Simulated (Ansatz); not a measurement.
Computed with Ansatz on PBE0-D4/def2-TZVP structures; ΔE is electronic, products minus reactants. CCSD(T)/CBS adds triple-zeta CCSD(T) − MP2 to the extrapolated MP2 energy (def2 sets, frozen cores). DFT in def2-TZVPP. For Ga, Se, Ti outer-core shells are correlated without core-valence functions, which leaves a few kJ/mol of doubt a bond. Scalar relativity is left out up to krypton. Each species was taken in one conformer, which may not be the lowest.

Consider the redistribution: `CC1=CC(C(F)(F)F)=[O+][Ga-]([CH3])([CH3])[O]1` + `[OH][Ti]([F])([Cl])[SeH]` → `[CH3][Ga]([CH3])[SeH]` + `CC1=CC(C(F)(F)F)=[O+][Ti-]([OH])([F])([Cl])[O]1`.

`CC1=CC(C(F)(F)F)=[O+][Ga-]([CH3])([CH3])[O]1`:

Cartesian coordinates in Å:
```
C 1.589 1.630 2.116
C 0.822 0.912 1.053
C 0.466 1.600 -0.123
C -0.243 1.018 -1.156
C -0.578 1.865 -2.393
F -0.045 1.315 -3.482
F -0.123 3.117 -2.303
F -1.899 1.924 -2.563
O -0.679 -0.160 -1.246
Ga -0.445 -1.550 0.134
C -2.199 -1.808 0.968
C 0.883 -2.810 -0.565
O 0.542 -0.293 1.294
H 1.018 1.598 3.047
H 1.802 2.664 1.853
H 2.526 1.097 2.298
H 0.760 2.633 -0.221
H -2.113 -2.390 1.889
H -2.876 -2.341 0.298
H -2.651 -0.845 1.214
H 1.743 -2.273 -0.971
H 0.459 -3.424 -1.363
H 1.239 -3.480 0.220
```

`[OH][Ti]([F])([Cl])[SeH]`:

```xyz
7

O    -1.456    0.218    0.950
Ti   -0.200    0.107   -0.267
F     0.340    1.666   -0.839
Cl   -0.841   -1.104   -1.981
Se    1.620   -0.972    0.891
H    -1.950    0.808    1.520
H     2.488   -0.723   -0.274
```

`[CH3][Ga]([CH3])[SeH]`:

```xyz
11

C    -1.542    0.670   -0.413
Ga    0.155   -0.030    0.287
C     1.565   -0.928   -0.746
Se    0.602    0.234    2.572
H    -1.399    1.704   -0.739
H    -2.321    0.664    0.351
H    -1.883    0.092   -1.274
H     1.907   -0.279   -1.557
H     2.421   -1.191   -0.125
H     1.171   -1.840   -1.202
H    -0.676    0.904    2.843
```

`CC1=CC(C(F)(F)F)=[O+][Ti-]([OH])([F])([Cl])[O]1`:

Z-matrix (Å, degrees):
```
Ti
O 1 1.962
O 1 1.783 2 127.2
Cl 1 2.207 2 116.0 3 -160.2
C 1 2.999 2 17.5 3 -82.4
F 1 1.753 2 87.7 3 97.7
O 1 2.074 2 80.3 3 -75.6
H 1 2.429 2 123.3 3 -23.7
C 5 1.532 1 140.4 2 -4.9
C 5 1.369 1 99.3 2 177.0
C 7 1.255 1 135.2 2 -8.6
F 9 1.334 5 112.0 1 -176.3
F 9 1.329 5 110.2 1 -56.0
F 9 1.331 5 110.0 1 63.5
H 10 1.078 5 120.0 1 177.5
C 11 1.491 7 117.3 1 -173.3
H 16 1.088 11 112.4 7 -177.6
H 16 1.093 11 108.6 7 61.0
H 16 1.092 11 109.3 7 -55.4
```

(1) Is it downhill or uphill in electronic energy at CCSD(T)/CBS, and by how much? (An estimate is asked.)

(2) What do these levels give: PBE-D4, r2SCAN-D4, ωB97X-V, B2PLYP, SCS-MP2/def2-TZVPP, HF/CBS(def2)? (An estimate is asked.)

Largest T1 diagnostic among the species: 0.023, so the coupled-cluster value is less sure than usual.

Results:

(1) The calculation gave: Downhill: ΔE = -15.0 kJ/mol.

(2) Computed: PBE-D4 -9.3, r2SCAN-D4 -9.2, ωB97X-V -9.9, B2PLYP -0.5, SCS-MP2/def2-TZVPP 3.7, HF/CBS(def2) -20.1 kJ/mol.

In def2-TZVPP, CCSD(T) changes the Hartree–Fock value by +12.9 kJ/mol (the triples alone add +4.6 kJ/mol) and MP2 by +26.3 kJ/mol.
